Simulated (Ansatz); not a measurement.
Series BiH2X: vertical triplet (eV) at several levels, gas phase, relaxed structures; Ansatz. Core potentials for Bi, I in the def2 sets, no spin–orbit coupling. The structures are stationary points that may keep the symmetry of their start.

```tsv
species	state	geometry	PBE-D4/def2-TZVP	r2SCAN-D4/def2-TZVP	PBE0-D4/def2-TZVP
BiH2F	singlet	PBE-D4/def2-TZVP	4.05	4.15	4.21
BiH2I	singlet	PBE-D4/def2-TZVP	3.16	3.21	3.26
BiH2Me (CH5Bi)	singlet	PBE-D4/def2-TZVP	4.75	4.74	4.78
BiH2(CF3) (CH2BiF3)	singlet	r2SCAN-D4/def2-SVP	4.48	4.46	4.54
BiH2(SiH3) (SiBiH5)	singlet	PBE-D4/def2-TZVP	4.51	4.53	4.56
BiH2(vinyl) (C2H5Bi)	singlet	PBE-D4/def2-TZVP	4.38	4.08	4.22
BiH2(SMe) (CH5BiS)	singlet	r2SCAN-D4/def2-TZVP	3.57	3.59	3.62
BiH2(OEt) (C2H7BiO)	singlet	PBE0-D4/def2-SVP	3.56	3.63	3.72
BiH2(iPr) (C3H9Bi)	singlet	PBE0-D4/def2-SVP	4.24	4.18	4.26
```

(1) Estimate the rows for BiH2Br (singlet, r2SCAN-D4/def2-TZVP geometry); BiH2Cl (singlet, PBE0-D4/def2-TZVP geometry); BiH2(OMe) (CH5BiO) (singlet, r2SCAN-D4/def2-TZVP geometry); BiH2(NMe2) (C2H8BiN) (singlet, PBE-D4/def2-SVP geometry).

(1) 
| species | state | geometry | PBE-D4/def2-TZVP | r2SCAN-D4/def2-TZVP | PBE0-D4/def2-TZVP |
| --- | --- | --- | --- | --- | --- |
| BiH2Br | singlet | r2SCAN-D4/def2-TZVP | 3.60 | 3.70 | 3.74 |
| BiH2Cl | singlet | PBE0-D4/def2-TZVP | 3.89 | 3.99 | 4.05 |
| BiH2(OMe) (CH5BiO) | singlet | r2SCAN-D4/def2-TZVP | 3.90 | 3.97 | 4.03 |
| BiH2(NMe2) (C2H8BiN) | singlet | PBE-D4/def2-SVP | 3.34 | 3.23 | 3.30 |

Over the 13 species that have every level, the mean is 3.96 at PBE-D4/def2-TZVP, 3.96 at r2SCAN-D4/def2-TZVP, 4.02 at PBE0-D4/def2-TZVP.
